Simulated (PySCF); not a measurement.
Coordinates in bohr (charge -1 multiplicity 1):
```
Si    0.0000    0.0000    0.0000
F     0.0000    0.0079    3.1677
F     3.2302    0.0000    0.0000
F     0.0000    2.7394   -1.5907
F    -3.2302    0.0000    0.0000
F     0.0000   -2.7473   -1.5770
```

All numbers come from PBE/[Si def2-SVPD, F def2-SVPD], no relativity, density fitting, PySCF.

This geometry of [SiF5]- is a stationary point at this level.

What is the point group?

D3h.

Is it a minimum?

Yes: all harmonic wavenumbers are real.

Which band is strongest in the infrared?

829 cm⁻¹ (e'), 537 km/mol.

What are the dipole moment and the gap between the highest occupied and lowest empty levels?

0.00 D about the centre of mass and 7.11 eV.

Give the ideal-gas entropy at 298.15 K and 1 bar by parts.

translation 168.9, rotation 98.4, vibration 53.4, spin 0.0; total 320.7 J/(mol K).

Other isomers or separated fragments may lie lower. The lowest empty level of this anion is unbound, so it and the gap depend on the basis.
